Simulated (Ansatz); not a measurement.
Input and output for H6N3NbS (`[NH2][Nb]([NH2])([NH2])=[S]`).

```yaml
crystal:
  periodic: [false, false, false]
  atoms:
    - {symbol: N, position_ang: [-1.602713, 0.837902, -0.405434]}
    - {symbol: Nb, position_ang: [0.260614, 0.359318, 0.013728]}
    - {symbol: N, position_ang: [0.294642, -0.558227, 1.755476]}
    - {symbol: N, position_ang: [0.911868, -0.887791, -1.363704]}
    - {symbol: S, position_ang: [1.495190, 2.126248, 0.071263]}
    - {symbol: H, position_ang: [-1.987756, 1.765877, -0.300680]}
    - {symbol: H, position_ang: [-2.219424, 0.268193, -0.967504]}
    - {symbol: H, position_ang: [1.006112, -0.415955, 2.458279]}
    - {symbol: H, position_ang: [-0.499861, -1.035124, 2.158159]}
    - {symbol: H, position_ang: [1.517881, -0.623790, -2.127524]}
    - {symbol: H, position_ang: [0.888748, -1.893651, -1.271359]}
basis:
  gaussian: {orbitals: def2-mTZVP}
magnetization: {spin_polarized: true, initial_magnetization: 2}
hamiltonian: {xc: {name: rPW86-PBE}}
accuracy: high
```

```sh
$ ansatz run in.yaml --threads 4 --pin off --events-out ev --progress --plain --max-ram 11315MiB
```

It prints (some lines left out):

```
Functional definition: rPW86-PBE
2620 factors; integrals over basis functions are off by at most 1.1e-8 eV
mean field evaluation 1: about -16943.4587 eV, gradient 9.6e1 eV
mean field evaluation 2: about -16709.1790 eV, gradient 1.9e2 eV
mean field evaluation 4: about -16968.3316 eV, gradient 3.9e1 eV
mean field evaluation 8: about -16977.5080 eV, gradient 1.2e1 eV
mean field evaluation 16: about -16978.4897 eV, gradient 4.0e0 eV
mean field evaluation 32: about -16978.1598 eV, gradient 5.2e0 eV
mean field evaluation 64: about -16978.5457 eV, gradient 2.5e0 eV
mean field evaluation 96: about -16978.4081 eV, gradient 3.9e-1 eV
mean field evaluation 128: about -16978.6008 eV, gradient 2.6e-3 eV
mean field -16978.60081238 eV, -623.9520713461 hartree, gradient 2.4e-8 eV, S^2 2.003724; 20 other end points of the search recorded, 0 dependent functions left out
reference -16978.60083440 eV, -623.9520721552 hartree; 29, 27 occupied and 101, 103 virtual orbitals, 2620 factors
Total energy: -16978.60083440 eV, -623.9520721552 hartree
```

Run time 2.4 min (4 threads of an Arm Neoverse V2 on a shared host); peak host memory 1.1 GiB.
